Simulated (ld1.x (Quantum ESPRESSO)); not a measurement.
Configuration tests for copper (TM)

* Element: Cu (Z = 29)
* Generator: ld1.x (Quantum ESPRESSO) 7.5
* Type: norm-conserving Troullier–Martins (Kleinman–Bylander form)
* Functional: PBEsol
* Relativity: scalar-relativistic
* Frozen core: [Ar]
* Valence charge: 11
* Reference configuration: 3d10 4s1 4p0
* Partial waves: 4p (bound, empty): rc 2.50 bohr; 3d (bound): rc 1.55 bohr; 4s (bound): rc 2.20 bohr
* Local potential: the s channel
* Core correction: Bessel-smoothed model core inside 1.05 bohr

Energies are relative to the spin-unpolarised reference configuration 3d10 4s1 4p0; without spin polarisation the order of configurations can differ from experiment.

| valence configuration | charge | ΔE all-electron (eV) | error AE − PS (meV) |
| --- | --- | --- | --- |
| 3d10 4s0 4p0 | +1 | 8.103 | -14 |
| 3d9 4s0 4p0 | +2 | 29.416 | -207 |
| 3d8 4s0 4p0 | +3 | 68.408 | -1240 |
| 3d10 4s0 4p1 | 0 | 4.170 | -3.6 |
| 3d10 4s0.5 4p0 | +0.5 | 3.154 | -3.0 |
| 3d7 4s0 4p0 | +4 | 128.083 | -3343 |

(1) What are ΔE and the potential's error for 3d9 4s2 4p0?

## Answers

(1) ΔE = 1.985 eV all-electron; the error (AE − PS) is -219 meV.
